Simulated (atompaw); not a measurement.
u(r) = r·R(r): atom against pseudo-atom (tantalum (Ta))

Columns: radius, all-electron u(r) and pseudo u(r) of the 5d shell (level -18.31 eV) of tantalum in the configuration [Kr] 4d10 4f14 5s2 5p6 5d3 6s0 6p0; PBE, scalar-relativistic, PAW (atompaw) scheme, atompaw 4.2.0.5.

```
r (bohr)  all-electron  pseudo
   0.112        0.2159  0.0005
   0.223       -0.0244  0.0039
   0.335       -0.2918  0.0129
   0.446       -0.3092  0.0294
   0.558       -0.1627  0.0553
   0.669        0.0379  0.0907
   0.781        0.2354  0.1359
   0.892        0.4019  0.1890
   1.004        0.5336  0.2491
   1.115        0.6293  0.3124
   1.227        0.6954  0.3773
   1.338        0.7359  0.4395
   1.450        0.7567  0.4971
   1.562        0.7618  0.5468
   1.673        0.7551  0.5861
   1.785        0.7395  0.6143
   1.896        0.7175  0.6304
   2.008        0.6907  0.6348
   2.119        0.6610  0.6283
   2.231        0.6291  0.6124
   2.342        0.5963  0.5893
   2.454        0.5628  0.5608
   2.565        0.5297  0.5296
   2.677        0.4967  0.4970
   2.788        0.4649  0.4649
   2.900        0.4337  0.4337
```

(1) How many radial nodes do the two functions have?

(2) Is the pseudo-wave norm-conserving?

Results:

(1) The all-electron 5d function has n − l − 1 = 2; the pseudo-wave has 0, since the states of the same l below it are removed with the core.

(2) No, it belongs to a PAW set: the norm inside the radius is not constrained, and the difference is carried by the augmentation charge.
